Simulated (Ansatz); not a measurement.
Gas-phase electronic energies from Ansatz, PBE0-D4/def2-TZVP geometries. CCSD(T)/CBS adds triple-zeta CCSD(T) − MP2 to the extrapolated MP2 energy (def2 sets, frozen cores). DFT in def2-TZVPP. B3LYP here is the variant with VWN-RPA as its local correlation; programs differ in this. Each species was taken in one conformer, which may not be the lowest.

Consider the isomerisation: `N[SiH2]O[SiH2]N` → `N[SiH2][SiH](N)O`.

Q: Is it downhill or uphill in electronic energy at CCSD(T)/CBS, and by how much? (An estimate is asked.)

A: The calculation gave: Uphill: ΔE = +138.3 kJ/mol.

Q: What do these levels give: PBE-D4, B3LYP-D4, ωB97X-V, B2PLYP, PBE, B3LYP, HF/def2-TZVPP, CCSD/def2-TZVPP, CCSD(T)/def2-TZVPP, HF/def2-QZVPP, MP2/def2-QZVPP, MP2/CBS(def2)? (An estimate is asked.)

A: The calculation gave: PBE-D4 110.1, B3LYP-D4 135.5, ωB97X-V 133.8, B2PLYP 143.6, PBE 112.5, B3LYP 139.4, HF/def2-TZVPP 167.8, CCSD/def2-TZVPP 143.6, CCSD(T)/def2-TZVPP 139.7, HF/def2-QZVPP 170.6, MP2/def2-QZVPP 146.1, MP2/CBS(def2) 144.5 kJ/mol.

Largest T1 diagnostic among the species: 0.011.

The D4 term adds −3.9 kJ/mol with B3LYP and −2.1 kJ/mol with PBE0; it sums over pairs of atoms, weighted by their polarisabilities, and B3LYP, whose exchange is more repulsive, gets the larger term. From PBE to PBE0 (25 % exact exchange), in def2-TZVPP and without D4, ΔE moves by +9.9 kJ/mol.
